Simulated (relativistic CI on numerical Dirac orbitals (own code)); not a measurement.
Transition arrays of I VIII

Method of calculation: Dirac-Coulomb-Breit CI, separate exchange-only KLI orbitals for each configuration, model QED, valence Slater integrals scaled by 0.9, whole transition arrays (own radial code, finite nucleus).

Configurations in the expansion (outside the closed core [Kr]): 4d10, 4d9 4f, 4d9 5p, 4d9 5f. Levels of other configurations are missing.

All E1 lines from the levels of 4d10; mean and standard deviation are weighted by gf, and upper levels are sorted by their leading configuration.

```csv
Upper configuration,Lines,Σgf,Mean (eV),Mean (nm),σ (eV),Strongest line (nm)
4d9 4f,3,7.5,93.31,13.288,0.89,13.280
4d9 5p,3,1.2,64.16,19.323,0.46,19.381
4d9 5f,3,5.6,114.85,10.795,0.98,10.783
```

Σgf per state of the lower configuration in bins of 0.2 nm over the central range (centre: value): 10.7: 5.47, 11.5: 0.08, 13.3: 7.51, 19.1: 0.18, 19.3: 0.98.

How do configuration mixing and the scaling of the Slater integrals move the arrays?

Slater scale 0.9, no configuration mixing: 4d9 4f 98.3 ± 0.8 eV (Σgf 12.1), 4d9 5p 64.2 ± 0.4 eV (Σgf 1.3), 4d9 5f 109.9 ± 0.8 eV (Σgf 0.4); Slater scale 1: 4d9 4f 95.0 ± 0.9 eV (Σgf 7.2), 4d9 5p 64.3 ± 0.5 eV (Σgf 1.2), 4d9 5f 115.6 ± 1.0 eV (Σgf 6.1); Slater scale 0.8: 4d9 4f 91.6 ± 0.9 eV (Σgf 7.8), 4d9 5p 64.1 ± 0.5 eV (Σgf 1.2), 4d9 5f 114.2 ± 0.9 eV (Σgf 5.0). With mixing, levels are counted to their leading configuration, so an array can shrink or vanish into another, and the sums then hold other lines.
